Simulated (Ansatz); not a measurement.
Cs₃I₂. Charge 0, multiplicity 2. Geometry PBE-D4/def2-SVP, basis def2-TZVP, Ansatz.

| atom | x (Å) | y (Å) | z (Å) |
| --- | --- | --- | --- |
| Cs1 | -0.2175 | -2.6604 | 0.0081 |
| Cs2 | 0.9507 | 1.9780 | -1.5416 |
| Cs3 | -1.0663 | 1.4064 | 3.5082 |
| I4 | -2.0981 | 0.5480 | 0.0276 |
| I5 | 2.4312 | -1.2720 | -2.0022 |

```
run  HOMO (eV)  LUMO (eV)
  A      -2.49      -1.26
  B      -2.18      -1.77
  C      -2.29      -1.37
  D      -2.15      -1.44
  E      -3.39      -0.08
```

In the def2 sets Cs, I take a core potential; there is no spin–orbit coupling. Another isomer (doublet) lies 0.08 eV lower at PBE0-D4/def2-TZVP; other spin states weren't run for this one.

HOMO and LUMO are taken over both spins.

Problem. The runs used PBE, PBE0, r2SCAN, r2SCANh, ωB97X-V. Estimate which is which.

Solution. A PBE0 (25 % exact exchange); B PBE (0 % exact exchange); C r2SCANh (10 % exact exchange); D r2SCAN (0 % exact exchange); E ωB97X-V (range-separated). Exact exchange lowers occupied and raises empty levels; among semilocal functionals meta-GGAs tend to open the gap a little, and such runs are hard to tell apart. The gap grows from 0.41 eV (PBE) to 3.31 eV (ωB97X-V).
